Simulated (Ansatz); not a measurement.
Steps of a relaxation of CH$_{4}$FMoNO$_{2}$, SMILES `C[N]=[Mo](=[O])([OH])[F]` with RKS PBE0-D4/def2-TZVP.

```sh
$ ansatz run in.yaml --threads 8 --pin off --events-out ev --progress --plain --max-ram 18278MiB
```

```yaml
crystal:
  periodic: [false, false, false]
  atoms:
    - {symbol: C, position_ang: [-1.225426, -0.833359, -0.954206]}
    - {symbol: N, position_ang: [-0.474254, 0.073664, -0.154132]}
    - {symbol: Mo, position_ang: [0.748209, 0.400021, 1.041983]}
    - {symbol: O, position_ang: [1.439126, -1.096595, 1.454911]}
    - {symbol: O, position_ang: [2.058738, 1.515566, 0.257730]}
    - {symbol: F, position_ang: [-0.088553, 1.196965, 2.520159]}
    - {symbol: H, position_ang: [-0.866160, -1.882271, -0.840698]}
    - {symbol: H, position_ang: [-2.301568, -0.797709, -0.674360]}
    - {symbol: H, position_ang: [-1.155759, -0.554158, -2.029128]}
    - {symbol: H, position_ang: [1.948746, 1.926675, -0.619359]}
basis:
  gaussian: {orbitals: def2-TZVP}
hamiltonian: {xc: pbe0, dispersion: d4}
relax: {f_tol: 0.005, max_steps: 150}
```

Positions (Å) and forces (eV/Å) along the path, 7 of 7 steps:

```xyz
10
step=1 energy=-11257.1906 eV
C    -1.225   -0.833   -0.954   -0.214   -0.308   -0.241
N    -0.474    0.074   -0.154    0.637    0.104    0.646
Mo    0.748    0.400    1.042   -0.176   -1.089   -0.418
O     1.439   -1.097    1.455   -0.545    1.228   -0.305
O     2.059    1.516    0.258   -0.392    0.070   -0.453
F    -0.089    1.197    2.520    0.210   -0.169   -0.357
H    -0.866   -1.882   -0.841   -0.146    0.559   -0.021
H    -2.302   -0.798   -0.674    0.559    0.028   -0.092
H    -1.156   -0.554   -2.029    0.010   -0.089    0.559
H     1.949    1.927   -0.619    0.058   -0.332    0.682
10
step=2 energy=-11257.2499 eV
C    -1.217   -0.830   -0.948   -0.123   -0.135   -0.132
N    -0.469    0.075   -0.152    0.025   -0.029    0.015
Mo    0.741    0.388    1.027    0.002   -0.049    0.081
O     1.425   -1.086    1.443   -0.053    0.054   -0.041
O     2.040    1.503    0.257   -0.014    0.098   -0.200
F    -0.083    1.190    2.493    0.010   -0.004   -0.014
H    -0.858   -1.864   -0.831   -0.049    0.171   -0.009
H    -2.279   -0.788   -0.667    0.168    0.001   -0.037
H    -1.142   -0.549   -2.009   -0.004   -0.037    0.169
H     1.926    1.910   -0.608    0.036   -0.068    0.170
10
step=3 energy=-11257.2521 eV
C    -1.217   -0.831   -0.948   -0.026   -0.027   -0.031
N    -0.469    0.074   -0.152    0.016    0.014    0.031
Mo    0.741    0.388    1.027   -0.008    0.000   -0.016
O     1.419   -1.088    1.436    0.002   -0.008    0.002
O     2.039    1.503    0.254   -0.006    0.003   -0.010
F    -0.082    1.190    2.493   -0.003    0.004    0.009
H    -0.861   -1.861   -0.827    0.008    0.000    0.007
H    -2.274   -0.787   -0.670    0.000    0.006    0.005
H    -1.139   -0.553   -2.004    0.006    0.005    0.000
H     1.926    1.915   -0.606    0.011    0.003    0.004
10
step=4 energy=-11257.2522 eV
C    -1.218   -0.832   -0.949   -0.011   -0.014   -0.016
N    -0.470    0.073   -0.152    0.007    0.011    0.017
Mo    0.740    0.388    1.026    0.004    0.003   -0.005
O     1.419   -1.088    1.435    0.001   -0.003    0.000
O     2.039    1.503    0.254   -0.010   -0.005    0.000
F    -0.081    1.189    2.494   -0.001    0.001    0.002
H    -0.861   -1.861   -0.826    0.003   -0.001    0.003
H    -2.275   -0.787   -0.670   -0.002    0.002    0.002
H    -1.138   -0.554   -2.004    0.003    0.002   -0.001
H     1.928    1.916   -0.605    0.007    0.004   -0.002
10
step=5 energy=-11257.2522 eV
C    -1.219   -0.833   -0.949    0.008    0.006    0.005
N    -0.471    0.073   -0.151   -0.011   -0.003   -0.004
Mo    0.740    0.389    1.026    0.008    0.003   -0.001
O     1.419   -1.089    1.433    0.000    0.000    0.001
O     2.038    1.504    0.253   -0.007   -0.003    0.002
F    -0.080    1.188    2.495    0.001   -0.001   -0.001
H    -0.863   -1.861   -0.823   -0.002   -0.001   -0.001
H    -2.277   -0.785   -0.673   -0.001    0.000   -0.002
H    -1.135   -0.556   -2.004    0.000   -0.001   -0.001
H     1.930    1.919   -0.605    0.002    0.000    0.000
10
step=6 energy=-11257.2522 eV
C    -1.219   -0.833   -0.948    0.007    0.005    0.005
N    -0.472    0.073   -0.150   -0.006   -0.002   -0.003
Mo    0.740    0.389    1.026    0.006    0.001    0.004
O     1.420   -1.089    1.431   -0.001    0.002   -0.001
O     2.037    1.505    0.253   -0.003   -0.002    0.001
F    -0.080    1.187    2.496    0.001   -0.001   -0.002
H    -0.864   -1.862   -0.820   -0.002   -0.001   -0.001
H    -2.277   -0.784   -0.675   -0.001   -0.001   -0.002
H    -1.133   -0.557   -2.004   -0.001   -0.002   -0.001
H     1.931    1.920   -0.606    0.000    0.000    0.000
10
step=7 energy=-11257.2522 eV
C    -1.219   -0.833   -0.948    0.002    0.001    0.001
N    -0.473    0.074   -0.149   -0.003   -0.001   -0.001
Mo    0.740    0.388    1.026    0.000   -0.002   -0.001
O     1.421   -1.089    1.428    0.000    0.001    0.000
O     2.035    1.506    0.253    0.004    0.002    0.001
F    -0.078    1.185    2.498    0.000    0.000    0.000
H    -0.868   -1.862   -0.816   -0.001    0.001    0.000
H    -2.279   -0.780   -0.679    0.001    0.000   -0.001
H    -1.127   -0.560   -2.004    0.000   -0.001    0.001
H     1.931    1.921   -0.606   -0.002   -0.001    0.000
```

Hardware: 8 threads of an Arm Neoverse V2 on a shared host. Wall time 18 s, peak host memory 0.62 GiB.
